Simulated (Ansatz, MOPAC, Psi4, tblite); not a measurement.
# C2H2Cl2Sn (SMILES C#[C][SnH]([Cl])[Cl]): the highest harmonic wavenumber at each level's own minimum, rung by rung

C2H2Cl2Sn, singlet, SMILES `C#[C][SnH]([Cl])[Cl]`. Each level relaxes the structure for itself.

Each level gives the highest harmonic wavenumber at each level's own minimum (cm⁻¹). The values are calculated.

| level | kind | program | value (cm⁻¹) |
| --- | --- | --- | --- |
| AM1 | semi-empirical | MOPAC | 3423 |
| MNDO | semi-empirical | MOPAC | 3655 |
| PM3 | semi-empirical | MOPAC | 3335 |
| GFN1-xTB | semi-empirical | tblite | 3341 |
| HF/STO-3G | Hartree–Fock | Ansatz | 3918 |
| HF/3-21G | Hartree–Fock | Ansatz | 3646 |
| PBE/def2-SVP (core potential) | GGA | Ansatz | 3385 |
| r2SCAN-D4/def2-SVP (density fitting, core potential) | meta-GGA | Psi4 | 3451 |
| PBE0-D4/def2-TZVP (core potential) | global hybrid | Ansatz | 3460 |

All-electron rows without a relativistic Hamiltonian named are non-relativistic, while core potentials hold scalar relativity, so basis and relativity change together. Harmonic and unscaled. The values span 3335 to 3918 cm⁻¹.
